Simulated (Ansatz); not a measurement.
Ansatz (a first-principles code) input for SiOBr, SMILES O=[Si]Br, multiplicity 2, CAM-B3LYP/def2-TZVPD. Coordinates come from a TPSSh-D3(BJ)/def2-TZVP optimisation.

Ansatz 0.2 input:
```yaml
crystal:
  periodic: [false, false, false]
  atoms:
    - {symbol: Si, position_ang: [0.46670023, 1.16818666, 0.00000000]}
    - {symbol: O, position_ang: [-0.53233153, 2.32594583, 0.00000000]}
    - {symbol: Br, position_ang: [-0.06500432, -0.99891943, 0.00000000]}
basis:
  gaussian:
    orbitals: def2-TZVPD
hamiltonian:
  xc: {name: CAM-B3LYP}
magnetization: {spin_polarized: true, initial_magnetization: 1}
```

Log of the run:

```
WARN ansatz: RAYON_NUM_THREADS=1 ignored (pool sized by the plan → 1); use --threads N
Functional definition: CAM-B3LYP
integrals: 0.08 GiB planned
924 factors; their error is unknown
integrals: 0.11 GiB planned
215 factors; integrals over basis functions are off by at most 2.0e-4 eV
mean field: 0.96 GiB planned
mean field evaluation 1: about -79966.6824 eV, gradient 4.7e1 eV
mean field evaluation 2: about -79903.5336 eV, gradient 1.2e2 eV
mean field evaluation 4: about -79974.9990 eV, gradient 3.0e0 eV
mean field evaluation 8: about -79975.0462 eV, gradient 2.0e-1 eV
mean field evaluation 16: about -79975.2962 eV, gradient 1.2e-3 eV
mean field -79975.29615307 eV, -2939.0379244227 hartree, gradient 2.0e-5 eV, S^2 0.757288; 0 other end points of the search recorded, 0 dependent functions left out
reference -79975.29626644 eV, -2939.0379285890 hartree; 29, 28 occupied and 111, 112 virtual orbitals, 924 factors
Total energy: -79975.29626644 eV, -2939.0379285890 hartree
```

Self-consistency was reached.

Cost: very roughly 7 core-seconds.
